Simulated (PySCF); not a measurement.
# BeN at UHF-CCSD(T)

Level: UHF-CCSD(T). Be 3-21G, N 3-21G; no relativity (PySCF 2.14).

```
state                          : ⁴Σ⁻ (quartet), unpaired electrons σ ↑, π ↑↑
bond length                    : 1.673 Å
harmonic wavenumber            : 844 cm⁻¹
force constant                 : 2.30 mdyn/Å
rotational constant Be         : 1.099 cm⁻¹
anharmonicity ωexe             : 16.5 cm⁻¹
vibration–rotation constant αe : 0.0216 cm⁻¹
well depth De to Be + N        : 0.64 eV
dissociation energy D0         : 0.59 eV
```

Correlated steps freeze 1 core orbital. 3-21G is very small, so such numbers show the basis as much as the molecule. The state is the lowest determinant that a PBE0 search found; another state may lie lower at other levels.
